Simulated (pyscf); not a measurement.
PySCF, gas phase, ωB97X-D3(BJ)/def2-SVP geometries.

Task: For the elementary gas-phase step H₃Ge–O–GeH₃ -> germylene (GeH₂) [singlet] + HO–GeH₃ (singlet surface; Ge–O, Ge–H broken, H–O formed), what barrier and reaction energy does ωB97M-D3(BJ)/def2-TZVP give, measured from the reactant's lowest minimum found?

Result: ΔE‡ = 2.64 eV, ΔE = +1.94 eV. Zero-point energy shifts the barrier by -0.09 eV. It is a 1,1-elimination, with an imaginary mode of 1611i cm⁻¹. On the product side the descent ends in an adduct with a Ge–O contact, 0.91 eV under the separated species and 1.44 eV under the saddle at ωB97X-D3(BJ)/def2-TZVP. What is counted as broken (Ge–O) persists as a longer contact in the product adduct; parting that adduct is a step of its own. At ωB97X-D3(BJ)/def2-TZVP the barrier from the zero used here is 2.78 eV. One saddle was located; it need not be the lowest between these sides. Elements up to Kr have no core potential and no relativistic terms here.
